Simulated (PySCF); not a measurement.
# C³⁺ (carbon, charge +3) across methods

[He] 2s1, 2S determinant. All numbers are calculated (PySCF 2.14, the non-relativistic Hamiltonian (point nucleus), in dyall-av3z).

| method | E (hartree) | mean ε 1s α (eV) | mean ε 1s β (eV) | mean ε 2s α (eV) | Σ⟨r²⟩ (bohr²) | ⟨S²⟩ |
| --- | --- | --- | --- | --- | --- | --- |
| PBE0 | -34.7426 | -341.22 | -339.83 | -59.469 | 2.093 | 0.750 |
| BHandHLYP | -34.7898 | -350.81 | -349.21 | -61.119 | 2.086 | 0.750 |
| UHF | -34.72610 | -367.99 | -365.63 | -64.359 | 2.106 | 0.750 |
| M06-L | -34.7951 | -335.89 | -335.20 | -57.965 | 2.067 | 0.750 |
| LDA | -34.4047 | -329.34 | -328.24 | -57.256 | 2.106 | 0.750 |
| r2SCAN | -34.7739 | -335.75 | -334.85 | -58.073 | 2.093 | 0.750 |
| PBE | -34.7299 | -332.05 | -330.96 | -57.687 | 2.092 | 0.750 |
| B97-3 | -34.7824 | -342.07 | -340.90 | -59.540 | 2.080 | 0.750 |
| PW91 | -34.7536 | -332.44 | -331.35 | -57.756 | 2.092 | 0.750 |
